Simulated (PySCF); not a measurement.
CH6AlP.

```xyz
9

Al    -0.2901     0.0193    -0.7719
H     -0.9676    -0.8445    -1.9210
C     -0.0072     1.9448    -1.0005
H      0.6546     2.1407    -1.8634
H      0.4374     2.4315    -0.1179
H     -0.9627     2.4527    -1.2238
P      0.1670    -1.0342     1.2674
H      1.4199    -0.3766     1.4708
H      0.7274    -2.2108     0.6816
```

The structure is a stationary point at B3LYP-D3(BJ)/def2-SVP. The values are those of a single conformer.

The numbers are results of HF/pcSseg-1 (PySCF), not measurements. Non-relativistic, no solvent.

Question: Give the absolute GIAO shielding of each atom: isotropic value and principal components (ppm). (Estimate from the structure and the level; the computed values follow.)

Answer: 
| atom | σ(iso) | σ11 | σ22 | σ33 | span |
|---|---|---|---|---|---|
| Al1 | 300.8 | 206.7 | 307.3 | 388.4 | 181.7 |
| H2 | 26.5 | 24.3 | 24.7 | 30.7 | 6.4 |
| C3 | 195.8 | 186.6 | 196.6 | 204.2 | 17.6 |
| H4 | 31.8 | 27.9 | 28.0 | 39.5 | 11.5 |
| H5 | 31.6 | 27.0 | 29.7 | 38.0 | 11.0 |
| H6 | 31.7 | 27.8 | 27.9 | 39.5 | 11.7 |
| P7 | 619.2 | 569.5 | 637.0 | 651.3 | 81.8 |
| H8 | 30.4 | 25.4 | 27.7 | 38.1 | 12.8 |
| H9 | 30.4 | 25.6 | 26.7 | 38.8 | 13.2 |
